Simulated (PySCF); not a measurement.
## Working out the ionisation energy of Bi⁺

Bi⁺ [Xe] 4f14 5d10 6s2 6p2 (3P) → Bi²⁺ [Xe] 4f14 5d10 6s2 6p1 (2P). Calculation: PySCF 2.14, in aug-cc-pVTZ-PP with one added diffuse shell each of d, f type with ECP60MDF (6s5p5d3f, 67 functions); scalar relativity through the core potential. Frozen: 5s2 5p6 5d10. Energies in hartree (1 hartree = 27.21139 eV):

```json
{"part": "UHF", "Bi⁺ (lower)": "-213.292268", "Bi²⁺ (upper)": "-212.729645"}
{"part": "MP2 opposite-spin", "Bi⁺ (lower)": "-0.031005", "Bi²⁺ (upper)": "-0.025785"}
{"part": "MP2 same-spin", "Bi⁺ (lower)": "-0.006861", "Bi²⁺ (upper)": "-0.002094"}
```

Q: What does Hartree-Fock give?

A: (-212.729645) − (-213.292268) = 0.562623 hartree = 15.310 eV.

Q: What do MP2 and SCS-MP2 (6/5 opposite-spin, 1/3 same-spin) give?

A: The opposite-spin parts differ by 0.142 eV and the same-spin parts by 0.130 eV. MP2: 15.310 + (0.142) + (0.130) = 15.582 eV. SCS-MP2: 15.310 + 1.2 × (0.142) + (0.130)/3 = 15.524 eV.

Reference: 16.703 eV (measured; NIST Atomic Spectra Database, ionization energies), between the lowest levels; spin-orbit coupling is absent from the calculation.

What remains against the reference includes basis incompleteness, the frozen core and correlation beyond second order.
